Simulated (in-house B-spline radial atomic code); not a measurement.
A calculation on Sr VIII (Sr7+): its settings, and results tabulated from the run. Method: scalar-relativistic (X2C) LC-wPBE, spin-polarised, spherical fractional occupations, exact exchange averaged over the configuration, Fermi nucleus of rms radius 4.224 fm. Calculated with a B-spline radial code for spherical atoms.

Command:
```bash
python run_scf.py task.json out
```
Settings (nuclear radius in fm, mass in u):
```
Z                38
configuration    [Ar] 3d10 4s2 4p1
hamiltonian      x2c
method           lc_wpbe
spin_polarised   True
nucleus          fermi
rms_radius       4.224
atomic_mass      87.90561
speed_of_light   137.035999084
exact_exchange   averaged over the configuration
```

Output (hartree, bohr):
```
 radial grid: 66 intervals, B-splines of order 8, outer radius 13.5065 bohr

 iter        energy (Eh)    residual
    1       -3151.779143    8.67e-01
    2       -3159.890862    6.91e-01
    3       -3164.721490    1.44e-01
    4       -3164.944052    2.68e-02
    5       -3164.949272    1.65e-02
    6       -3164.952284    8.28e-04
    7       -3164.952288    1.01e-04
    8       -3164.952288    8.38e-06
    9       -3164.952288    2.52e-07

 total energy                     -3164.95229
 kinetic                            3260.4618
 electron-nucleus                  -7515.5244
 Hartree                            1192.2227
 exact exchange                       -6.6695
 exchange-correlation                -95.4429

 orbital      occ     eigenvalue          <r>       <r^2>       <1/r>       r_max
 1s up      1.000      -589.2601    0.0387055  0.00203047     40.0687       0.025
 1s down    1.000      -589.2546    0.0387053  0.00203044     40.0689       0.025
 2s up      1.000       -83.4456     0.172058   0.0349662     8.89464       0.145
 2s down    1.000       -83.4426     0.172055   0.0349649     8.89458       0.145
 2p up      3.000       -74.6284     0.150152   0.0275866       8.519      0.1158
 2p down    3.000       -74.6232     0.150154   0.0275869     8.51881      0.1158
 3s up      1.000       -16.4045     0.490446     0.27607     2.96154      0.4354
 3s down    1.000       -16.3962     0.490317    0.275871     2.96183      0.4355
 3p up      3.000       -13.5494     0.496332    0.287388      2.7784      0.4302
 3p down    3.000       -13.5402     0.496135    0.287085     2.77897      0.4302
 3d up      5.000        -8.8283     0.492724    0.294448     2.52583      0.3757
 3d down    5.000        -8.8181     0.492017    0.293372     2.52795      0.3757
 4s up      1.000        -5.1273      1.22425     1.68294     1.11377        1.13
 4s down    1.000        -5.0494      1.22162      1.6774     1.11842       1.125
 4p up      1.000        -4.3338       1.3219     1.97128     1.01446       1.213
```

Time taken, with all properties: 1.5 s on 1 thread of Arm Neoverse N1 (shared host).

One-electron X2C: radii and densities carry no picture-change correction, so inner-shell <1/r> comes out high (for 1s by about 2 % at Z = 33, 5 % at 54, 10 % at 75, 30 % at 118) and <r> low.
